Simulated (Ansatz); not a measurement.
Consider the substitution at a C–C bond: `CC#CC(F)(F)F` + `CNCN` → `CNCNC` + `C#CC(F)(F)F`.

Calculated with Ansatz (gas phase, PBE0-D4/def2-TZVP geometries, no zero-point term in ΔE). CBS: MP2 limit from def2 TZ/QZ plus the TZ coupled-cluster correction, frozen cores. DFT in def2-TZVPP. B3LYP here is the variant with VWN-RPA as its local correlation; programs differ in this. One conformer a species, not always the lowest.

Q: Is it downhill or uphill in electronic energy at CCSD(T)/CBS, and by how much? (Best estimate.)

A: Computed: Uphill: ΔE = +61.9 kJ/mol.

Q: What do these levels give: PBE-D4, B3LYP-D4, PBE, r2SCAN, PBE0, HF/def2-TZVPP, MP2/def2-TZVPP, CCSD/def2-TZVPP, CCSD(T)/def2-TZVPP, SCS-MP2/def2-QZVPP, MP2/CBS(def2), CCSD/CBS(def2)? (Estimate.)

A: Computed: PBE-D4 70.4, B3LYP-D4 66.4, PBE 72.3, r2SCAN 70.7, PBE0 71.6, HF/def2-TZVPP 63.4, MP2/def2-TZVPP 64.3, CCSD/def2-TZVPP 60.8, CCSD(T)/def2-TZVPP 60.6, SCS-MP2/def2-QZVPP 62.2, MP2/CBS(def2) 65.6, CCSD/CBS(def2) 62.2 kJ/mol.

Largest T1 diagnostic among the species: 0.013.
